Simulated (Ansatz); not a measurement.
A short molecular-dynamics run on `OB1OC1S`.

```yaml
crystal:
  periodic: [false, false, false]
  atoms:
    - {symbol: O, position_ang: [-1.528396, 0.636981, 1.489973]}
    - {symbol: B, position_ang: [-0.537231, 0.060025, 0.801481]}
    - {symbol: O, position_ang: [0.057577, -1.129828, 0.738997]}
    - {symbol: C, position_ang: [0.580507, -0.063511, -0.212313]}
    - {symbol: S, position_ang: [0.267007, -0.277979, -1.927505]}
    - {symbol: H, position_ang: [-1.692327, 1.550526, 1.246281]}
    - {symbol: H, position_ang: [1.604591, 0.199120, 0.034015]}
    - {symbol: H, position_ang: [1.340372, -1.032233, -2.226729]}
basis:
  gaussian: {orbitals: def2-SVP}
hamiltonian: {xc: {name: PBE}, dispersion: d4}
md: {timestep: 0.5 fs, n_steps: 30, ensemble: nve, temperature: 1500, initial_velocities: maxwell_boltzmann, seed: 706}
```

```sh
$ ansatz run in.yaml --threads 2 --pin off --events-out ev --progress --plain --max-ram 4352MiB
```

| step | time (fs) | potential energy (eV) | kinetic (eV) | T (K) | conserved (eV) |
| --- | --- | --- | --- | --- | --- |
| 0 | 0.0 | -16673.7494 | 1.1633 | 1500 | -16672.5861 |
| 1 | 0.5 | -16673.7579 | 1.1720 | 1511 | -16672.5859 |
| 2 | 1.0 | -16673.7111 | 1.1264 | 1452 | -16672.5847 |
| 3 | 1.5 | -16673.6261 | 1.0429 | 1345 | -16672.5832 |
| 4 | 2.0 | -16673.5255 | 0.9437 | 1217 | -16672.5819 |
| 5 | 2.5 | -16673.4301 | 0.8492 | 1095 | -16672.5809 |
| 6 | 3.0 | -16673.3547 | 0.7743 | 998 | -16672.5804 |
| 7 | 3.5 | -16673.3070 | 0.7266 | 937 | -16672.5804 |
| 8 | 4.0 | -16673.2869 | 0.7060 | 910 | -16672.5809 |
| 9 | 4.5 | -16673.2870 | 0.7052 | 909 | -16672.5818 |
| 10 | 5.0 | -16673.2936 | 0.7108 | 916 | -16672.5829 |
| 11 | 5.5 | -16673.2908 | 0.7071 | 912 | -16672.5837 |
| 12 | 6.0 | -16673.2662 | 0.6823 | 880 | -16672.5839 |
| 13 | 6.5 | -16673.2187 | 0.6356 | 820 | -16672.5831 |
| 14 | 7.0 | -16673.1616 | 0.5797 | 748 | -16672.5818 |
| 15 | 7.5 | -16673.1156 | 0.5347 | 689 | -16672.5809 |
| 16 | 8.0 | -16673.0953 | 0.5144 | 663 | -16672.5810 |
| 17 | 8.5 | -16673.1014 | 0.5199 | 670 | -16672.5815 |
| 18 | 9.0 | -16673.1254 | 0.5433 | 700 | -16672.5821 |
| 19 | 9.5 | -16673.1570 | 0.5744 | 741 | -16672.5826 |
| 20 | 10.0 | -16673.1875 | 0.6045 | 779 | -16672.5830 |
| 21 | 10.5 | -16673.2102 | 0.6271 | 809 | -16672.5831 |
| 22 | 11.0 | -16673.2228 | 0.6399 | 825 | -16672.5828 |
| 23 | 11.5 | -16673.2281 | 0.6457 | 833 | -16672.5824 |
| 24 | 12.0 | -16673.2325 | 0.6505 | 839 | -16672.5819 |
| 25 | 12.5 | -16673.2419 | 0.6602 | 851 | -16672.5818 |
| 26 | 13.0 | -16673.2588 | 0.6768 | 873 | -16672.5820 |
| 27 | 13.5 | -16673.2798 | 0.6973 | 899 | -16672.5825 |
| 28 | 14.0 | -16673.2967 | 0.7135 | 920 | -16672.5832 |
| 29 | 14.5 | -16673.2991 | 0.7154 | 922 | -16672.5837 |
| 30 | 15.0 | -16673.2802 | 0.6966 | 898 | -16672.5836 |

Velocities are drawn at the set temperature; a run this short doesn't reach equilibrium.

Frames (Å, forces in eV/Å):

```xyz
8
time=0.0 fs
O    -1.528    0.637    1.490   -0.295   -0.454    0.477
B    -0.537    0.060    0.801   -0.222    0.320    0.033
O     0.058   -1.130    0.739    0.072   -0.757    0.313
C     0.581   -0.064   -0.212   -0.029    0.117   -0.253
S     0.267   -0.278   -1.928   -0.516    0.276   -0.389
H    -1.692    1.551    1.246   -0.084    0.631   -0.193
H     1.605    0.199    0.034    0.645    0.176    0.146
H     1.340   -1.032   -2.227    0.428   -0.309   -0.135
8
time=0.5 fs
O    -1.528    0.635    1.496   -0.523    0.739    0.191
B    -0.543    0.064    0.798   -0.027   -0.068    0.047
O     0.058   -1.132    0.734   -0.030   -0.401    0.314
C     0.575   -0.059   -0.213    0.873    0.188   -0.145
S     0.270   -0.280   -1.925   -0.470    0.183   -0.619
H    -1.673    1.575    1.246    0.058   -0.466    0.121
H     1.624    0.215    0.022   -0.135   -0.021    0.067
H     1.346   -1.035   -2.257    0.254   -0.155    0.023
8
time=1.0 fs
O    -1.528    0.634    1.502   -0.665    1.728   -0.046
B    -0.549    0.068    0.795    0.154   -0.435    0.063
O     0.058   -1.134    0.730   -0.128   -0.057    0.314
C     0.569   -0.054   -0.214    1.659    0.237   -0.071
S     0.272   -0.283   -1.923   -0.410    0.082   -0.859
H    -1.654    1.599    1.246    0.124   -1.366    0.381
H     1.643    0.231    0.010   -0.803   -0.194    0.026
H     1.353   -1.038   -2.287    0.070    0.006    0.191
8
time=1.5 fs
O    -1.528    0.632    1.508   -0.725    2.469   -0.228
B    -0.554    0.072    0.791    0.317   -0.780    0.085
O     0.058   -1.136    0.725   -0.222    0.269    0.315
C     0.563   -0.049   -0.215    2.299    0.258   -0.031
S     0.275   -0.285   -1.921   -0.351   -0.017   -1.101
H    -1.634    1.619    1.247    0.124   -2.025    0.578
H     1.660    0.246   -0.003   -1.334   -0.335    0.022
H     1.360   -1.041   -2.317   -0.108    0.160    0.362
8
time=2.0 fs
O    -1.528    0.631    1.514   -0.720    2.967   -0.363
B    -0.560    0.076    0.788    0.460   -1.100    0.113
O     0.058   -1.138    0.721   -0.311    0.576    0.317
C     0.558   -0.044   -0.216    2.793    0.253   -0.017
S     0.277   -0.288   -1.919   -0.304   -0.105   -1.340
H    -1.615    1.635    1.249    0.075   -2.448    0.714
H     1.674    0.261   -0.015   -1.726   -0.442    0.046
H     1.366   -1.043   -2.346   -0.268    0.300    0.529
8
time=2.5 fs
O    -1.528    0.631    1.520   -0.664    3.247   -0.457
B    -0.565    0.080    0.785    0.583   -1.397    0.148
O     0.058   -1.140    0.716   -0.393    0.861    0.322
C     0.554   -0.040   -0.217    3.149    0.224   -0.021
S     0.280   -0.290   -1.917   -0.277   -0.176   -1.570
H    -1.595    1.644    1.253   -0.007   -2.660    0.798
H     1.684    0.275   -0.027   -1.990   -0.519    0.092
H     1.372   -1.045   -2.373   -0.401    0.419    0.687
8
time=3.0 fs
O    -1.529    0.631    1.526   -0.569    3.327   -0.519
B    -0.571    0.083    0.782    0.685   -1.670    0.190
O     0.057   -1.142    0.712   -0.470    1.123    0.330
C     0.550   -0.035   -0.218    3.380    0.178   -0.037
S     0.282   -0.293   -1.916   -0.276   -0.227   -1.784
H    -1.575    1.647    1.258   -0.108   -2.677    0.835
H     1.689    0.287   -0.038   -2.140   -0.567    0.154
H     1.377   -1.046   -2.399   -0.502    0.515    0.832
8
time=3.5 fs
O    -1.529    0.632    1.532   -0.447    3.211   -0.551
B    -0.576    0.086    0.778    0.767   -1.920    0.237
O     0.057   -1.144    0.708   -0.541    1.359    0.342
C     0.547   -0.030   -0.219    3.497    0.116   -0.060
S     0.285   -0.296   -1.914   -0.301   -0.258   -1.981
H    -1.555    1.644    1.266   -0.219   -2.505    0.827
H     1.689    0.298   -0.050   -2.187   -0.590    0.226
H     1.381   -1.045   -2.423   -0.569    0.586    0.959
8
time=4.0 fs
O    -1.529    0.633    1.537   -0.308    2.891   -0.549
B    -0.581    0.089    0.775    0.831   -2.147    0.289
O     0.057   -1.145    0.703   -0.605    1.571    0.357
C     0.544   -0.025   -0.220    3.503    0.042   -0.087
S     0.287   -0.298   -1.913   -0.355   -0.269   -2.157
H    -1.536    1.635    1.276   -0.330   -2.134    0.773
H     1.683    0.307   -0.060   -2.135   -0.587    0.306
H     1.383   -1.044   -2.445   -0.601    0.632    1.067
8
time=4.5 fs
O    -1.530    0.634    1.543   -0.165    2.348   -0.509
B    -0.586    0.091    0.772    0.878   -2.347    0.343
O     0.057   -1.146    0.699   -0.661    1.755    0.376
C     0.543   -0.020   -0.221    3.393   -0.049   -0.118
S     0.290   -0.301   -1.911   -0.435   -0.259   -2.308
H    -1.517    1.621    1.288   -0.430   -1.547    0.669
H     1.673    0.316   -0.070   -1.980   -0.556    0.393
H     1.384   -1.040   -2.464   -0.601    0.653    1.154
8
time=5.0 fs
O    -1.530    0.636    1.549   -0.031    1.568   -0.428
B    -0.590    0.092    0.769    0.910   -2.520    0.398
O     0.056   -1.147    0.695   -0.710    1.912    0.399
C     0.541   -0.015   -0.223    3.156   -0.158   -0.153
S     0.292   -0.303   -1.910   -0.540   -0.229   -2.434
H    -1.500    1.603    1.301   -0.505   -0.730    0.512
H     1.658    0.322   -0.080   -1.713   -0.494    0.487
H     1.384   -1.035   -2.481   -0.567    0.652    1.218
8
time=5.5 fs
O    -1.531    0.638    1.554    0.076    0.564   -0.306
B    -0.595    0.093    0.766    0.927   -2.660    0.452
O     0.056   -1.148    0.691   -0.749    2.040    0.425
C     0.541   -0.010   -0.224    2.778   -0.295   -0.194
S     0.295   -0.306   -1.909   -0.669   -0.180   -2.530
H    -1.484    1.583    1.315   -0.542    0.299    0.308
H     1.639    0.328   -0.088   -1.321   -0.394    0.588
H     1.382   -1.029   -2.494   -0.501    0.627    1.257
8
time=6.0 fs
O    -1.531    0.640    1.560    0.145   -0.583   -0.165
B    -0.599    0.094    0.763    0.931   -2.762    0.503
O     0.055   -1.148    0.687   -0.779    2.139    0.454
C     0.541   -0.005   -0.225    2.246   -0.465   -0.244
S     0.297   -0.308   -1.909   -0.819   -0.113   -2.593
H    -1.469    1.564    1.331   -0.530    1.455    0.077
H     1.616    0.333   -0.094   -0.792   -0.252    0.697
H     1.379   -1.021   -2.505   -0.403    0.580    1.271
8
time=6.5 fs
O    -1.532    0.642    1.565    0.178   -1.698   -0.042
B    -0.603    0.094    0.761    0.921   -2.816    0.550
O     0.054   -1.148    0.683   -0.798    2.208    0.484
C     0.542    0.000   -0.226    1.559   -0.674   -0.305
S     0.299   -0.311   -1.908   -0.989   -0.026   -2.621
H    -1.455    1.548    1.346   -0.473    2.557   -0.136
H     1.592    0.337   -0.099   -0.125   -0.063    0.813
H     1.375   -1.012   -2.512   -0.273    0.512    1.258
8
time=7.0 fs
O    -1.532    0.644    1.570    0.195   -2.527    0.006
B    -0.607    0.093    0.758    0.899   -2.817    0.594
O     0.053   -1.148    0.679   -0.807    2.245    0.516
C     0.543    0.005   -0.227    0.744   -0.919   -0.379
S     0.301   -0.314   -1.908   -1.178    0.079   -2.611
H    -1.442    1.539    1.361   -0.395    3.349   -0.276
H     1.567    0.341   -0.102    0.654    0.168    0.933
H     1.370   -1.001   -2.516   -0.112    0.422    1.217
8
time=7.5 fs
O    -1.533    0.645    1.576    0.234   -2.837   -0.063
B    -0.610    0.091    0.756    0.862   -2.760    0.636
O     0.052   -1.148    0.675   -0.805    2.249    0.548
C     0.544    0.009   -0.229   -0.131   -1.183   -0.461
S     0.303   -0.316   -1.908   -1.383    0.202   -2.562
H    -1.431    1.538    1.375   -0.336    3.593   -0.300
H     1.544    0.345   -0.103    1.478    0.422    1.052
H     1.365   -0.989   -2.518    0.080    0.312    1.149
8
time=8.0 fs
O    -1.533    0.646    1.581    0.326   -2.547   -0.248
B    -0.614    0.089    0.753    0.812   -2.642    0.679
O     0.051   -1.147    0.671   -0.792    2.221    0.579
C     0.545    0.013   -0.230   -0.950   -1.431   -0.542
S     0.305   -0.319   -1.908   -1.600    0.340   -2.475
H    -1.420    1.545    1.389   -0.328    3.209   -0.205
H     1.525    0.350   -0.101    2.234    0.665    1.158
H     1.360   -0.977   -2.517    0.299    0.186    1.054
8
time=8.5 fs
O    -1.534    0.646    1.587    0.473   -1.782   -0.506
B    -0.617    0.086    0.751    0.747   -2.469    0.723
O     0.050   -1.145    0.668   -0.770    2.159    0.610
C     0.546    0.017   -0.232   -1.564   -1.613   -0.603
S     0.307   -0.322   -1.908   -1.825    0.488   -2.355
H    -1.410    1.560    1.402   -0.377    2.325   -0.037
H     1.510    0.357   -0.096    2.776    0.845    1.230
H     1.356   -0.964   -2.513    0.540    0.047    0.936
8
time=9.0 fs
O    -1.534    0.647    1.592    0.654   -0.790   -0.774
B    -0.620    0.083    0.749    0.670   -2.246    0.771
O     0.048   -1.144    0.664   -0.741    2.065    0.640
C     0.546    0.021   -0.233   -1.844   -1.680   -0.622
S     0.309   -0.324   -1.908   -2.046    0.639   -2.210
H    -1.401    1.580    1.415   -0.463    1.193    0.143
H     1.503    0.366   -0.089    2.979    0.915    1.249
H     1.353   -0.951   -2.507    0.792   -0.097    0.803
8
time=9.5 fs
O    -1.534    0.647    1.597    0.839    0.193   -1.005
B    -0.623    0.079    0.747    0.581   -1.982    0.822
O     0.047   -1.142    0.661   -0.703    1.939    0.669
C     0.546    0.024   -0.235   -1.738   -1.603   -0.581
S     0.310   -0.327   -1.909   -2.251    0.784   -2.054
H    -1.393    1.603    1.429   -0.557    0.058    0.288
H     1.502    0.378   -0.078    2.789    0.847    1.196
H     1.352   -0.939   -2.499    1.040   -0.237    0.664
8
time=10.0 fs
O    -1.534    0.647    1.602    1.004    1.018   -1.179
B    -0.626    0.075    0.746    0.484   -1.686    0.876
O     0.045   -1.140    0.657   -0.659    1.783    0.696
C     0.546    0.027   -0.237   -1.296   -1.394   -0.471
S     0.312   -0.329   -1.910   -2.420    0.911   -1.898
H    -1.387    1.627    1.443   -0.636   -0.924    0.377
H     1.509    0.391   -0.065    2.258    0.652    1.068
H     1.354   -0.927   -2.489    1.265   -0.361    0.531
8
time=10.5 fs
O    -1.534    0.648    1.607    1.138    1.623   -1.296
B    -0.628    0.071    0.744    0.381   -1.365    0.931
O     0.043   -1.137    0.654   -0.606    1.600    0.720
C     0.545    0.030   -0.239   -0.647   -1.093   -0.301
S     0.313   -0.331   -1.910   -2.529    1.008   -1.758
H    -1.381    1.648    1.458   -0.690   -1.686    0.411
H     1.520    0.405   -0.049    1.511    0.370    0.875
H     1.359   -0.916   -2.478    1.442   -0.456    0.419
8
time=11.0 fs
O    -1.534    0.648    1.612    1.239    2.005   -1.365
B    -0.631    0.066    0.743    0.275   -1.025    0.984
O     0.041   -1.134    0.651   -0.544    1.393    0.743
C     0.545    0.032   -0.241    0.059   -0.753   -0.091
S     0.314   -0.334   -1.911   -2.558    1.063   -1.646
H    -1.378    1.665    1.474   -0.715   -2.222    0.399
H     1.536    0.421   -0.031    0.696    0.053    0.640
H     1.367   -0.905   -2.467    1.548   -0.513    0.337
8
time=11.5 fs
O    -1.533    0.649    1.616    1.307    2.179   -1.397
B    -0.634    0.061    0.742    0.169   -0.672    1.034
O     0.040   -1.131    0.648   -0.473    1.164    0.763
C     0.544    0.035   -0.243    0.705   -0.421    0.136
S     0.315   -0.336   -1.913   -2.487    1.071   -1.570
H    -1.376    1.677    1.491   -0.713   -2.544    0.354
H     1.553    0.437   -0.011   -0.072   -0.254    0.387
H     1.379   -0.897   -2.454    1.564   -0.523    0.293
8
time=12.0 fs
O    -1.533    0.650    1.620    1.344    2.163   -1.402
B    -0.636    0.055    0.741    0.064   -0.309    1.079
O     0.038   -1.128    0.645   -0.392    0.917    0.781
C     0.544    0.037   -0.245    1.223   -0.124    0.361
S     0.316   -0.338   -1.914   -2.310    1.032   -1.529
H    -1.376    1.683    1.509   -0.685   -2.668    0.284
H     1.569    0.452    0.009   -0.726   -0.523    0.139
H     1.394   -0.889   -2.441    1.483   -0.488    0.288
8
time=12.5 fs
O    -1.532    0.652    1.624    1.350    1.961   -1.386
B    -0.639    0.050    0.741   -0.037    0.059    1.117
O     0.036   -1.125    0.642   -0.304    0.656    0.798
C     0.544    0.039   -0.247    1.588    0.123    0.570
S     0.316   -0.340   -1.915   -2.031    0.952   -1.519
H    -1.378    1.682    1.527   -0.633   -2.598    0.197
H     1.584    0.466    0.030   -1.240   -0.740   -0.093
H     1.413   -0.882   -2.427    1.306   -0.412    0.315
8
time=13.0 fs
O    -1.531    0.654    1.628    1.324    1.562   -1.355
B    -0.641    0.045    0.740   -0.133    0.428    1.148
O     0.034   -1.122    0.640   -0.208    0.384    0.814
C     0.544    0.041   -0.249    1.805    0.319    0.756
S     0.316   -0.342   -1.917   -1.665    0.841   -1.527
H    -1.381    1.676    1.546   -0.556   -2.324    0.101
H     1.596    0.478    0.051   -1.616   -0.904   -0.301
H     1.436   -0.877   -2.412    1.049   -0.306    0.364
8
time=13.5 fs
O    -1.529    0.656    1.632    1.264    0.947   -1.315
B    -0.644    0.039    0.740   -0.222    0.794    1.171
O     0.031   -1.118    0.637   -0.108    0.106    0.830
C     0.544    0.044   -0.251    1.889    0.467    0.916
S     0.317   -0.344   -1.918   -1.238    0.713   -1.541
H    -1.385    1.663    1.565   -0.451   -1.824   -0.001
H     1.605    0.488    0.070   -1.868   -1.020   -0.480
H     1.460   -0.872   -2.396    0.733   -0.183    0.420
8
time=14.0 fs
O    -1.528    0.658    1.635    1.169    0.091   -1.272
B    -0.646    0.034    0.741   -0.303    1.154    1.183
O     0.029   -1.115    0.635   -0.005   -0.174    0.846
C     0.545    0.046   -0.252    1.858    0.571    1.048
S     0.317   -0.346   -1.920   -0.776    0.583   -1.545
H    -1.391    1.646    1.585   -0.318   -1.077   -0.099
H     1.608    0.495    0.089   -2.010   -1.091   -0.631
H     1.487   -0.868   -2.380    0.385   -0.056    0.471
8
time=14.5 fs
O    -1.526    0.660    1.638    1.041   -1.000   -1.235
B    -0.649    0.030    0.741   -0.373    1.502    1.185
O     0.027   -1.111    0.632    0.097   -0.450    0.861
C     0.546    0.048   -0.254    1.725    0.634    1.149
S     0.317   -0.348   -1.922   -0.305    0.461   -1.532
H    -1.397    1.627    1.604   -0.160   -0.087   -0.183
H     1.607    0.500    0.106   -2.055   -1.122   -0.753
H     1.514   -0.864   -2.362    0.030    0.063    0.507
8
time=15.0 fs
O    -1.525    0.662    1.641    0.890   -2.258   -1.214
B    -0.651    0.025    0.742   -0.428    1.833    1.174
O     0.025   -1.108    0.630    0.197   -0.716    0.876
C     0.548    0.051   -0.255    1.500    0.655    1.219
S     0.317   -0.349   -1.924    0.151    0.354   -1.493
H    -1.404    1.608    1.622    0.010    1.079   -0.241
H     1.601    0.503    0.122   -2.008   -1.115   -0.843
H     1.542   -0.859   -2.343   -0.312    0.166    0.522
```

It took 25 s on 2 threads of an Intel Xeon Platinum 8488C on a shared host, with 0.39 GiB of host memory at the peak.
